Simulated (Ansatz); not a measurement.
The molecule Br₂, closed-shell singlet (the spin of the measured ground state). No spin–orbit coupling. Br is treated without relativity.

D_e counts from the fitted minimum to each atom's lowest state at the same level, without counterpoise. The singlet is restricted.

Codes used: Ansatz (Gaussian basis) for Hartree–Fock, density functionals and correlated methods. 

**Question.** One of these levels gives 57.31 kcal/mol for the bond energy D_e. Which one is it?
(A) BHLYP/def2-TZVPP
(B) SVWN5/def2-TZVPP
(C) PBE/def2-TZVPP
(D) PBE0/def2-TZVPP

**Answer.** C, PBE/def2-TZVPP. The others give 72.79 (SVWN5/def2-TZVPP), 52.04 (PBE0/def2-TZVPP), 41.82 (BHLYP/def2-TZVPP)

Ansatz is a program for electronic structure.
